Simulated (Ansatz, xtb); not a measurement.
Energy difference 3 R1 + R2 → 3 P1 + P2, each structure at its B3LYP-D3(BJ)/def2-TZVP stationary point, reached from a drawn start (curvature not checked).
R1, H2O (SMILES O) (charge 0, multiplicity 1):
```xyz
3

O      0.00000     0.00000     0.38961
H      0.00000     0.76499    -0.19486
H      0.00000    -0.76499    -0.19486
```
P1: NH3 (SMILES N), charge 0, multiplicity 1.
R2: B3H6N3 (SMILES B1NBNBN1), charge 0, multiplicity 1.
P2, B3H3O3 (SMILES B1OBOBO1) (charge 0, multiplicity 1):
| atom | x (Å) | y (Å) | z (Å) |
|---|---|---|---|
| B | 1.3797 | 0.0000 | 0.0000 |
| H | 2.5653 | 0.0000 | 0.0000 |
| O | 0.6856 | 1.1875 | 0.0000 |
| B | -0.6898 | 1.1948 | 0.0000 |
| H | -1.2827 | 2.2217 | 0.0000 |
| O | -1.3712 | 0.0000 | 0.0000 |
| B | -0.6898 | -1.1948 | 0.0000 |
| H | -1.2827 | -2.2217 | 0.0000 |
| O | 0.6856 | -1.1875 | 0.0000 |

P less R. No zero-point or thermal terms.

Cores are frozen in the correlated methods.

Codes used: Ansatz (Gaussian basis) for Hartree–Fock, density functionals and correlated methods; xtb for the GFN methods. No computed number here is a measurement.

Question: What reaction energy does GFN1-xTB give?

Answer: -95.7 kcal/mol

Question: Give the reaction energy at the level CCSD(T)/cc-pVTZ.

Answer: -22.3 kcal/mol

Question: Estimate the reaction energy that MP2/cc-pVDZ returns for this input.

Answer: -19.1 kcal/mol

Ansatz is a program for electronic structure.
